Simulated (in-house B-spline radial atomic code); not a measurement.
Tl⁺. Computed with a B-spline radial atomic code. Model: non-relativistic spherical atom: semilocal Troullier-Martins pseudo-atom, one channel per l, against all electrons, high spin, G0W0 and RPA with empty states to l = 8, local potential for every l without a channel, a model core (radius 0 = none) keeps its share of the functional.

The core holds an angular momentum without a channel of its own, so the local potential lets valence electrons into it.

Without relativity these are model numbers for so heavy an element.

What the tables leave out is listed at the end.

The pseudopotential gives back the lowest level of each angular momentum of its own functional in the configuration it was made in; a second state of the same l is only approximately right. Exact exchange, RPA and GW see the smooth pseudo-orbitals and miss the exchange with the core, for which the functional's share stands in. The column with an uncorrelated core keeps all orbitals and exact exchange, and so separates missing core correlation from pseudisation. Only the three outermost levels and the lowest empty one were computed. RPA here is direct RPA, with no exchange kernel, and its energies carry an (l + 1/2)⁻⁴ tail. A hybrid on a potential with a model core restores only its own semilocal share of the core's exchange.

Command:
```bash
python run_psgw.py task.json out
```
Settings (lengths in bohr, energies in hartree):
```
Z                      81
electrons              80
configuration          [Xe] 4f14 5d10 6s2
generated_in           [Xe] 4f14 5d10 6s2
functional             pbe,pbe
core_shells            13
radius_factor          0.8
core_correction        True
ion_configuration      [Xe] 4f14 5d10 6s1
```

Time taken, with all properties: 34 s on 1 thread of Intel(R) Xeon(R) 6975P-C (Granite Rapids), with other jobs on the host.

Given: made with PBE; model core radius 2.29 bohr; local radius 1.893 bohr; mean-field start PBE.

Valence shells of the generating configuration: 6s.

Channel: s 1.832, p 2.239 (radii in bohr).

Computed: largest level miss in the spin-unpolarised generating configuration 0 eV; valence RPA correlation energy all-electron orbitals -0.064846 hartree; valence RPA correlation energy pseudo -0.089163 hartree; all-electron RPA polarisability, core included 24.91 bohr³; ionisation by mean-field all-electron 17.612 eV; ionisation by mean-field pseudo minus all 0.109 eV; ionisation by RPA pseudo minus all 0.479 eV.

| level | occupied | mean-field all-electron (eV) | mean-field pseudo minus all (eV) | G0W0 all-electron (eV) | G0W0 uncorrelated core minus all (eV) | G0W0 pseudo minus all (eV) | exchange self-energy all-electron (eV) | exchange self-energy pseudo (eV) |
| --- | --- | --- | --- | --- | --- | --- | --- | --- |
| 6s | 1 | -13.851 | 0 | -17.838 | 0.934 | 0.242 | -13.255 | -9.1024 |

(1) What is the pseudo-atom RPA polarisability?

(2) What is the ionisation by RPA all-electron?

Given: mean-field start PBE0.

Computed: valence RPA correlation energy all-electron orbitals -0.056385 hartree; pseudo-atom RPA polarisability 23.643 bohr³; ionisation by mean-field all-electron 17.306 eV; ionisation by mean-field pseudo minus all -0.313 eV; ionisation by RPA all-electron 17.77 eV; ionisation by RPA pseudo minus all -0.316 eV.

```
     level  occupied  mean-field all-electron (eV)  mean-field pseudo minus all (eV)  G0W0 all-electron (eV)  G0W0 uncorrelated core minus all (eV)  G0W0 pseudo minus all (eV)  exchange self-energy all-electron (eV)  exchange self-energy pseudo (eV)
        6s         1                       -14.589                             0.353                 -17.764                                   0.92                       0.715                                 -13.076                           -8.8624
6p (empty)         0                       -7.4912                             0.072                  -5.739                                  0.352                       -0.38                                 -3.7956                           -1.7162
```

(3) What is the valence RPA correlation energy pseudo?

(4) What is the all-electron RPA polarisability, core included?

## Answers

(1) 24.441 bohr³.

(2) 17.944 eV.

(3) -0.07257 hartree.

(4) 22.671 bohr³.

Among the listed levels the largest G0W0 shift of the pseudo-atom is +0.71 eV, for 6s on the PBE0 start, while leaving the core uncorrelated moves that level by +0.92 eV. The rest, -0.21 eV, comes from pseudisation and the lost core exchange. Not in the tables (levels of low weight, unsolved or above zero; the highest and the empty levels are kept at any weight): no Hartree-Fock pseudo-atom is run with a model core.
